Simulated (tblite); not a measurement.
Compound: C3H10GeO3S.
Z-matrix (Å and degrees, GFN2-xTB geometry), rows numbered from 1:
```
C 
O   1  1.4060
Ge  2  1.7517  1  130.13
O   3  1.8367  2   99.49  1    61.41
C   4  1.3552  3  127.07  2  -169.52
S   5  1.8729  4  109.52  3   -39.38
C   6  1.8317  5   95.71  4   -69.83
O   6  1.4807  5  100.65  4    36.61
H   1  1.0919  2  111.05  3   -67.23
H   1  1.0918  2  107.47  3   173.55
H   1  1.0932  2  111.61  3    54.17
H   3  1.5045  2  110.06  1   -53.32
H   3  1.4903  2   94.50  1   177.72
H   5  1.0961  4  113.45  3    77.32
H   5  1.0937  4  110.91  3  -157.83
H   7  1.0846  6  107.80  5   160.40
H   7  1.0843  6  108.35  5   -80.06
H   7  1.0856  6  108.58  5    41.07
```

Computed values, GFN2-xTB/tblite, gas phase, harmonic and unscaled. Against measured fundamentals such values can be off by several per cent, at times by over 20. Modes of hydrogen on germanium can be 10 to 20 % off. One conformer, not necessarily the lowest.

Harmonic wavenumbers (cm⁻¹): 47.1, 63.7, 80.9, 87.9, 136.2, 164.8, 182.5, 187.9, 232.4, 264.2, 293.2, 330.0, 408.9, 472.3, 493.7, 501.6, 623.4, 680.0, 686.0, 703.9, 770.7, 853.7, 900.6, 928.4, 1054.6, 1073.3, 1127.9, 1135.5, 1145.7, 1175.2, 1235.7, 1283.9, 1411.0, 1424.8, 1441.0, 1449.2, 1484.4, 1489.8, 1908.3, 2039.3, 2897.5, 2927.8, 2931.5, 2949.8, 2965.5, 3040.3, 3064.4, 3071.9.

A = 2934, B = 699.4, C = 652.7 MHz; mass 199.956 u (most abundant isotopes); point group C1, symmetry number 1.

Q: Zero-point energy?

A: ½Σν̃ = 27911 cm⁻¹ = 79.80 kcal/mol.

Q: What is S at 200 K and 1 bar for an ideal gas of classical rigid rotors and harmonic oscillators?

A: Translation 39.83, rotation 28.67, vibration 26.19: S = 94.7 cal/(mol K).

Q: And Cp and H(200 K) − H(0)?

A: Cp = 34.30 cal/(mol K), of which vibrations give 26.35 (their classical limit is 48 R = 95.4); H(200 K) − H(0) = 4.42 kcal/mol without the zero-point energy, 2.83 from vibrations.

Q: How do the functions run with temperature in this model?

A: 
```tsv
T (K)	S (cal/(mol K))	Cp (cal/(mol K))	H − H(0) (kcal/mol)	G − H(0) (kcal/mol)	ln q(vib)
150	85.6	29.1	2.83	-10.01	4.25
250	102.9	39.2	6.26	-19.46	7.81
298.15	110.2	43.7	8.25	-24.59	9.44
400	124.3	52.4	13.16	-36.54	12.73
600	148.1	65.5	25.03	-63.85	18.69
900	177.3	78.0	46.71	-112.83	26.60
```

q(vib) and H(0) count from the zero-point level.

Q: Blend soft modes into free rotors: weight 1/[1 + (100 cm⁻¹/ν̃)⁴] for the oscillator and the rest for a rotor with moment μB/(μ + B), μ = h/(8π²ν), B = 10⁻⁴⁴ kg m². What vibrational entropy results?

A: 24.34 cal/(mol K) in place of 26.19, which changes −T·S at 200 K by +0.37 kcal/mol.

Q: Which modes carry the vibrational entropy at 200 K?

A: 47.1 cm⁻¹: 4.15; 63.7 cm⁻¹: 3.56; 80.9 cm⁻¹: 3.09; 87.9 cm⁻¹: 2.93; 136.2 cm⁻¹: 2.11; 164.8 cm⁻¹: 1.76 cal/(mol K); the other 42 give 8.60 together.

Hindered rotation and anharmonicity are outside this model. Other conformers, if any are populated, would add a mixing term that is left out. The structure is chiral; the term R ln 2 for an equal mix with its mirror image is left out.

Hardware: an Intel Xeon at 2.70 GHz with one thread, no GPU, shared host. Cost: 1.4 s wall. This covers the Hessian and the dipole derivatives.
